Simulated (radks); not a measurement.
All-electron atom: Cs XXXVI in [Ar] 3d2 (the NIST ground configuration). All-electron calculation, scalar-relativistic Kohn-Sham, PBE, spin-polarised, spherical densities, point nucleus; open shells are filled with parallel spins first (spin-orbit coupling, left out, can overturn this in heavy ions). Program: a radial shooting solver on a logarithmic mesh with Libxc functionals.

Normalised radial functions P(r) = r R(r), r in bohr:

| r | 3s up | 3s down | 4s up |
|---|---|---|---|
| 0.00186 | 0.2792 | 0.2784 | 0.1663 |
| 0.002365 | 0.3373 | 0.3364 | 0.2010 |
| 0.003006 | 0.4041 | 0.4029 | 0.2407 |
| 0.003821 | 0.4786 | 0.4772 | 0.2850 |
| 0.004858 | 0.5585 | 0.5569 | 0.3325 |
| 0.006127 | 0.6363 | 0.6345 | 0.3786 |
| 0.007788 | 0.7094 | 0.7074 | 0.4218 |
| 0.009901 | 0.7624 | 0.7602 | 0.4527 |
| 0.01259 | 0.7770 | 0.7748 | 0.4603 |
| 0.016 | 0.7297 | 0.7275 | 0.4305 |
| 0.02034 | 0.5940 | 0.5922 | 0.3473 |
| 0.02565 | 0.3576 | 0.3564 | 0.2034 |
| 0.03261 | -0.0024 | -0.0025 | -0.0142 |
| 0.04146 | -0.4523 | -0.4512 | -0.2835 |
| 0.0527 | -0.9104 | -0.9079 | -0.5513 |
| 0.067 | -1.2316 | -1.2280 | -0.7238 |
| 0.08449 | -1.2388 | -1.2348 | -0.6890 |
| 0.1074 | -0.7906 | -0.7873 | -0.3606 |
| 0.1365 | 0.1086 | 0.1096 | 0.2278 |
| 0.1736 | 1.1940 | 1.1919 | 0.8346 |
| 0.2207 | 2.0039 | 2.0009 | 1.0526 |
| 0.2783 | 2.1551 | 2.1543 | 0.5911 |
| 0.3538 | 1.6545 | 1.6568 | -0.4567 |
| 0.4497 | 0.8933 | 0.8971 | -1.4277 |
| 0.5717 | 0.3226 | 0.3251 | -1.6395 |
| 0.7268 | 0.0713 | 0.0722 | -1.0950 |
| 0.9166 | 0.0093 | 0.0095 | -0.4507 |
| 1.165 | 0.0005 | 0.0006 | -0.1007 |
| 1.481 | 0.0000 | 0.0000 | -0.0111 |

3s up: eigenvalue -2677.8 eV, 2 radial nodes at r = 0.0326, 0.133 bohr, <r> = 0.278 bohr, 90 % of the charge inside 0.404 bohr. 3s down: eigenvalue -2669.2 eV, 2 radial nodes at r = 0.0326, 0.133 bohr, <r> = 0.278 bohr, 90 % of the charge inside 0.405 bohr. 4s up (empty): eigenvalue -1354.0 eV, 3 radial nodes at r = 0.0322, 0.125, 0.321 bohr, <r> = 0.536 bohr, 90 % of the charge inside 0.754 bohr.
